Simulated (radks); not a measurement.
Values are calculated unless marked as measured or tabulated.
Question: Radial electron density D(r) = 4 pi r^2 rho(r) of an atom or ion with 43 electrons. Level of theory: scalar-relativistic Kohn-Sham, r2SCAN, spin-polarised, spherical densities, finite nucleus; meta-GGA in the generalised Kohn-Sham scheme; Fermi nuclear charge, rms radius of each element as measured or else 0.836 A^(1/3) + 0.57 fm (a radial shooting solver on a logarithmic mesh with Libxc functionals).

r (bohr)  D(r) (e/bohr)   spin D(r)
0.002114          8.889  -0.0000898
0.002731          13.20   -0.000133
0.0035            18.97   -0.000189
0.004485          26.61   -0.000263
0.005747          36.17   -0.000352
0.007423          47.61   -0.000453
0.009513          59.02   -0.000540
0.01219           68.71   -0.000570
0.01562           74.24   -0.000427
0.02002           74.03    0.000259
0.02586           69.21     0.00290
0.03314           65.57      0.0117
0.04246           69.85      0.0390
0.05441           83.37       0.116
0.07029           96.56       0.309
0.09007           94.34       0.683
0.1154            78.72        1.24
0.1479            70.62        1.75
0.1911            80.07        1.65
0.2448            80.77       0.705
0.3138            55.39     -0.0372
0.4021            30.74        1.16
0.5194            29.18        4.13
0.6656            29.55        5.43
0.8529            17.29        3.67
1.093             5.212        1.29
1.412            0.6894       0.197
1.809           0.03953      0.0126
2.318         0.0007543    0.000252

What is the nuclear charge?

Answer: Z = 57. The innermost maximum, from 1s, lies near gamma/Z bohr with gamma = sqrt(1 - (Z/c)^2) = 0.909, here 0.016 bohr (found: 0.0175), and its height grows with Z. The density is that of the lanthanum ion La14+ in [Kr] 4d7; the configuration itself is not fixed sharply by these data, and Z only to a few units. D(r) has 4 maxima, at r = 0.0175, 0.0774, 0.219, 0.600 bohr, and minima at 0.0337, 0.144, 0.457 bohr, inside which lie 1.96, 11.14, 29.00 electrons.
